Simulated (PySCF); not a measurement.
C9H12O.
Bonds: C1–C2, C2–C3, C2–O4, O4–C5, C5–C6 (aromatic), C6–C7 (aromatic), C7–C8 (aromatic), C8–C9 (aromatic), C9–C10 (aromatic), C5–C10 (aromatic). Hydrogens: H11, H12, H13 on C1; H14 on C2; H15, H16, H17 on C3; H18 on C6; H19 on C7; H20 on C8; H21 on C9; H22 on C10.

The same species was optimised twice, with GFN2-xTB and with PBE0-D3(BJ)/def2-SVP (PySCF), and the same property calculations (PySCF, gas phase) were run on both structures.

| coordinate | GFN2-xTB | PBE0-D3(BJ)/def2-SVP | change |
| --- | --- | --- | --- |
| C2–C3 (Å) | 1.526 | 1.515 | -0.011 |
| C9–C10 (Å) | 1.386 | 1.396 | +0.010 |
| C7–C8 (Å) | 1.386 | 1.397 | +0.011 |
| O4–C5 (Å) | 1.359 | 1.349 | -0.010 |
| C1–C2 (Å) | 1.529 | 1.519 | -0.010 |
| C6–C7 (Å) | 1.378 | 1.388 | +0.010 |
| C5–C10 (Å) | 1.391 | 1.401 | +0.010 |
| C8–C9 (Å) | 1.382 | 1.391 | +0.009 |
| C5–C6 (Å) | 1.397 | 1.403 | +0.006 |
| C2–O4 (Å) | 1.421 | 1.420 | -0.001 |
| C1–C2–C3 (°) | 110.9 | 112.7 | +1.8 |
| O4–C5–C10 (°) | 125.9 | 125.1 | -0.8 |
| C1–C2–O4 (°) | 111.2 | 110.6 | -0.6 |
| O4–C5–C6 (°) | 115.2 | 115.7 | +0.5 |
| C6–C5–C10 (°) | 118.9 | 119.2 | +0.3 |
| C6–C7–C8 (°) | 120.3 | 120.6 | +0.3 |
| C5–C6–C7 (°) | 120.7 | 120.4 | -0.3 |
| C7–C8–C9 (°) | 119.3 | 119.0 | -0.3 |
| C1–C2–O4–C5 (°) | 79 | 78 | -1 |
| C2–O4–C5–C6 (°) | 180 | -178 | +2 |

Rotational constants: A = 3349, B = 768.9, C = 677.7 MHz (GFN2-xTB) against A = 3311, B = 770.2, C = 681.4 MHz (PBE0-D3(BJ)/def2-SVP). Point groups within 0.08 Å: C1 and C1.

On the GFN2-xTB structure: HOMO (eV) -6.36 [PBE0/pcSseg-1]; LUMO (eV) -0.10 [PBE0/pcSseg-1]; dipole (D) 1.47 [PBE0/pcSseg-1]; GIAO shielding of C1/C3 (mean) (ppm) 163.4 [PBE0/pcSseg-1]; GIAO shielding of C2 (ppm) 116.4 [PBE0/pcSseg-1]; GIAO shielding of O4 (ppm) 182.2 [PBE0/pcSseg-1]; GIAO shielding of C5 (ppm) 22.3 [PBE0/pcSseg-1]; GIAO shielding of C6/C10 (mean) (ppm) 68.0 [PBE0/pcSseg-1]; GIAO shielding of C7/C9 (mean) (ppm) 52.0 [PBE0/pcSseg-1]; GIAO shielding of C8 (ppm) 62.3 [PBE0/pcSseg-1].

Q: What do these properties become on the PBE0-D3(BJ)/def2-SVP structure?

A: 
```tsv
property	level	on GFN2-xTB	on PBE0-D3(BJ)/def2-SVP	change
HOMO (eV)	PBE0/pcSseg-1	-6.36	-6.33	+0.03
LUMO (eV)	PBE0/pcSseg-1	-0.10	-0.15	-0.05
dipole (D)	PBE0/pcSseg-1	1.47	1.53	+0.06
energy, GFN2-xTB geometry as zero (kcal/mol)	PBE0/pcSseg-1	0.0	-0.5	-0.5
GIAO shielding of C1/C3 (mean) (ppm)	PBE0/pcSseg-1	163.4	162.2	-1.2
GIAO shielding of C2 (ppm)	PBE0/pcSseg-1	116.4	117.1	+0.7
GIAO shielding of O4 (ppm)	PBE0/pcSseg-1	182.2	180.4	-1.8
GIAO shielding of C5 (ppm)	PBE0/pcSseg-1	22.3	21.8	-0.5
GIAO shielding of C6/C10 (mean) (ppm)	PBE0/pcSseg-1	68.0	66.2	-1.8
GIAO shielding of C7/C9 (mean) (ppm)	PBE0/pcSseg-1	52.0	49.3	-2.7
GIAO shielding of C8 (ppm)	PBE0/pcSseg-1	62.3	60.3	-2.0
```

The heavy atoms differ by 0.027 Å rms after alignment. Among bonds between heavy atoms C1–C2, C2–C3, O4–C5, C5–C10, C6–C7, C7–C8 and C9–C10 change most and about equally (-0.011 to +0.011 Å). Changes are differences of the printed values. Neither structure is proved a minimum here.

The values belong to the conformer `[CH3:1][CH:2]([CH3:3])[O:4][c:5]1[cH:6][cH:7][cH:8][cH:9][cH:10]1`: C1–C2–O4–C5 78°, C2–O4–C5–C6 -178°.
